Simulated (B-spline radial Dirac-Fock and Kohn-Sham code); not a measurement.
# Elastic and transport cross sections of zirconium for electrons

These are calculated numbers from an atomic code on a B-spline grid; the model is relativistic (Dirac) partial waves in the static field of the Dirac-Fock atom with Furness-McCarthy exchange, without polarisation or absorption potentials. σ_tr1 and σ_tr2 weight the cross section with 1 − P₁ and 1 − P₂ of cos θ; "backward" is the share scattered beyond 90°.

| energy (eV) | σ (a₀²) | σ_tr1 (a₀²) | σ_tr2 (a₀²) | σ/σ_tr1 | backward (%) |
| --- | --- | --- | --- | --- | --- |
| 487 | 15.5 | 3.51 | 3.11 | 4.41 | 10 |
| 500 | 15.3 | 3.42 | 3.03 | 4.46 | 9.8 |
| 515 | 15.0 | 3.33 | 2.94 | 4.52 | 9.7 |
| 523 | 14.9 | 3.28 | 2.90 | 4.55 | 9.6 |
| 573 | 14.2 | 2.99 | 2.65 | 4.74 | 9.0 |
| 579 | 14.1 | 2.96 | 2.63 | 4.77 | 8.9 |
| 860 | 11.4 | 1.93 | 1.84 | 5.91 | 6.7 |
| 914 | 11.0 | 1.80 | 1.75 | 6.13 | 6.4 |
| 915 | 11.0 | 1.80 | 1.75 | 6.14 | 6.4 |
| 1000 | 10.5 | 1.62 | 1.62 | 6.49 | 6.0 |
| 1300 | ? | ? | ? | ? | ? |
| 1500 | 8.33 | 0.977 | 1.14 | 8.52 | 4.5 |
| 1750 | 7.61 | 0.799 | 0.989 | 9.52 | 3.9 |
| 1840 | 7.38 | 0.747 | 0.943 | 9.88 | 3.8 |
| 1970 | 7.09 | 0.682 | 0.883 | 10.4 | 3.5 |

**Question.** Fill in the row for 1.3 keV.

**Answer.** σ = 9.05 a₀², σ_tr1 = 1.17 a₀², σ_tr2 = 1.29 a₀², σ/σ_tr1 = 7.71, backward 5.0 %. The ratio σ/σ_tr1 is roughly the number of elastic collisions that randomise the direction.
